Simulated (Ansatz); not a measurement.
Geometry optimisation, RHF/def2-SVPD (Ansatz).

The input (input.yaml):

```yaml
crystal:
  periodic: [false, false, false]
  atoms:
    - { symbol: "N", position_ang: [-0.456, 1.3432, -0.0312] }
    - { symbol: Si, position_ang: [0.6381, 0.1613, -0.6668] }
    - { symbol: Ga, position_ang: [0.658, -1.4318, 1.0737] }
    - { symbol: O, position_ang: [-1.1932, -1.8858, 0.6054] }
    - { symbol: H, position_ang: [-0.71232, 1.12309, 0.92823] }
    - { symbol: H, position_ang: [-1.40821, 1.27407, -0.57951] }
    - { symbol: H, position_ang: [1.9684, 0.8007, -0.9276] }
    - { symbol: H, position_ang: [0.1516, -0.3966, -1.917] }
    - { symbol: H, position_ang: [0.9129, -1.2704, 0.8119] }
    - { symbol: H, position_ang: [-1.9869, -1.3263, 1.0014] }
basis:
  gaussian: { orbitals: def2-SVPD }
hamiltonian:
  xc: hf
relax:
  f_tol: 0.015
  max_steps: 40
```

Run as:

```bash
$ ansatz run input.yaml --threads 2 --pin off --max-ram 3072MiB --backend cpu --events-out ev --progress --plain --runs-dir out
```

Task: Where does it end, and by what steps?

Result: The run ended unconverged. The force dipped under the threshold on the way, but the program's further checks kept it going. After 39 steps the energy has fallen by 138.337 eV; Ga3 moved furthest, 2.38 Å. The start is strongly strained (largest force component 585 eV/Å), so its close contacts needn't be bonds. Parted: Si2–Ga3 (2.36 → 4.91 Å), Ga3–H9 (0.40 → 4.47 Å). Joined: Si2–H9 (2.08 → 1.49 Å).

```json
{"step": "0", "energy less start (eV)": "0.0000", "largest force component (eV/Å)": "585.011", "accepted": "yes"}
{"step": "2", "energy less start (eV)": "-123.9760", "largest force component (eV/Å)": "35.318", "accepted": "yes"}
{"step": "4", "energy less start (eV)": "-129.9607", "largest force component (eV/Å)": "21.767", "accepted": "yes"}
{"step": "6", "energy less start (eV)": "-133.3578", "largest force component (eV/Å)": "12.169", "accepted": "yes"}
{"step": "8", "energy less start (eV)": "-136.1152", "largest force component (eV/Å)": "5.497", "accepted": "yes"}
{"step": "10", "energy less start (eV)": "-137.0283", "largest force component (eV/Å)": "2.381", "accepted": "yes"}
{"step": "12", "energy less start (eV)": "-137.8786", "largest force component (eV/Å)": "0.928", "accepted": "yes"}
{"step": "14", "energy less start (eV)": "-138.1270", "largest force component (eV/Å)": "0.535", "accepted": "yes"}
{"step": "16", "energy less start (eV)": "-138.2406", "largest force component (eV/Å)": "0.493", "accepted": "yes"}
{"step": "18", "energy less start (eV)": "-138.2848", "largest force component (eV/Å)": "0.146", "accepted": "yes"}
{"step": "20", "energy less start (eV)": "-138.3057", "largest force component (eV/Å)": "0.724", "accepted": "yes"}
{"step": "22", "energy less start (eV)": "-138.2945", "largest force component (eV/Å)": "1.309", "accepted": "no"}
{"step": "24", "energy less start (eV)": "-138.3259", "largest force component (eV/Å)": "0.425", "accepted": "yes"}
{"step": "26", "energy less start (eV)": "-138.3318", "largest force component (eV/Å)": "0.109", "accepted": "yes"}
{"step": "28", "energy less start (eV)": "-138.3305", "largest force component (eV/Å)": "0.169", "accepted": "no"}
{"step": "30", "energy less start (eV)": "-138.3346", "largest force component (eV/Å)": "0.101", "accepted": "yes"}
{"step": "32", "energy less start (eV)": "-138.3357", "largest force component (eV/Å)": "0.054", "accepted": "yes"}
{"step": "34", "energy less start (eV)": "-138.3362", "largest force component (eV/Å)": "0.014", "accepted": "yes"}
{"step": "36", "energy less start (eV)": "-138.3366", "largest force component (eV/Å)": "0.025", "accepted": "yes"}
{"step": "38", "energy less start (eV)": "-138.3370", "largest force component (eV/Å)": "0.050", "accepted": "yes"}
{"step": "39", "energy less start (eV)": "-138.3373", "largest force component (eV/Å)": "0.061", "accepted": "yes"}
```

```xyz
10
Properties=species:S:1:pos:R:3
N -0.443 1.058 0.066
Si 0.943 0.530 -0.820
Ga -0.837 -2.862 2.246
O -1.543 -1.816 0.935
H -0.509 1.981 0.439
H -1.033 0.394 0.530
H 1.599 1.733 -1.395
H 0.547 -0.392 -1.913
H 1.956 -0.196 -0.001
H -2.107 -2.039 0.212
```

Run time: 2.1 min on 2 threads of Arm Neoverse V2, on a shared host, peak memory 0.44 GiB.
